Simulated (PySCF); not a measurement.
## Trend along the alkali metals: MSi molecules

CCSD(T) with double-zeta basis sets in PySCF, for the lowest determinant that a PBE0 search found; no spin–orbit coupling. De refers to high-spin ground-configuration atoms.

```tsv
M	basis	reference, frozen orbitals	state (unpaired electrons)	Re (Å)	ωe (cm⁻¹)	De (eV)
Li	x2c-SVPall	UHF, 5	quartet (σ ↑, π ↑↑)	2.376	451	1.53
Na	def2-SVPD	UHF, 6	quartet (σ ↑, π ↑↑)	2.742	256	1.35
K	x2c-SVPall	UHF, 10	quartet (σ ↑, π ↑↑)	3.099	201	1.26
Rb	def2-SVP	UHF, 5	quartet (σ ↑, π ↑↑)	3.237	176	1.21
Cs	def2-SVP	UHF, 5	quartet (σ ↑, π ↑↑)	3.396	166	1.32
```

Question: By what factor does the harmonic wavenumber vary along the series?

Answer: At CCSD(T) it runs from 166 cm⁻¹ (CsSi) to 451 cm⁻¹ (LiSi), a factor of 2.72.

The rows differ in basis set, which adds steps of its own.

Down a group the atoms grow and get heavier, so bonds lengthen and wavenumbers fall; this series shows no clear exception.

Correlated steps freeze the inner cores (5 to 10 orbitals); shallow outer-core shells are correlated. Correlated levels converge slowly with the basis: in double zeta they bind strong bonds too weakly, by up to about 1 eV, and carry superposition errors of some tenths. Spin–orbit coupling is left out, which matters for elements this heavy, above all for dissociation energies. States were picked by a PBE0 search and need not be the measured ground states.
